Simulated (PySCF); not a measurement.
## Trend along the fifth-period p block: MCs molecules

PBE with double-zeta basis sets in PySCF, for the lowest determinant that a PBE0 search found; no spin–orbit coupling. De refers to high-spin ground-configuration atoms. A positive dipole means M(−)Cs(+).

```json
{"M": "Sn", "basis": "def2-SVP", "state (unpaired electrons)": "quartet (σ ↑, π ↑↑)", "Re (Å)": "3.595", "ωe (cm⁻¹)": "84.8", "De (eV)": "1.41", "μ (D)": "9.54"}
{"M": "Sb", "basis": "def2-SVP", "state (unpaired electrons)": "triplet (π ↑↑)", "Re (Å)": "3.685", "ωe (cm⁻¹)": "88.1", "De (eV)": "1.21", "μ (D)": "8.62"}
{"M": "Te", "basis": "def2-SVP", "state (unpaired electrons)": "doublet (π ↑)", "Re (Å)": "3.506", "ωe (cm⁻¹)": "104", "De (eV)": "2.27", "μ (D)": "10.49"}
{"M": "I", "basis": "def2-SVP", "state (unpaired electrons)": "singlet (closed shell)", "Re (Å)": "3.386", "ωe (cm⁻¹)": "117", "De (eV)": "3.46", "μ (D)": "11.23"}
```

(1) By what factor does the harmonic wavenumber vary along the series?

The state changes along the series, so neighbouring rows are not always alike in their bonding.

These are scalar-relativistic numbers at best; spin–orbit coupling would shift them, the dissociation energy most. States were picked by a PBE0 search and need not be the measured ground states.

Answers

(1) At PBE it runs from 84.8 cm⁻¹ (CsSn) to 117 cm⁻¹ (CsI), a factor of 1.38.
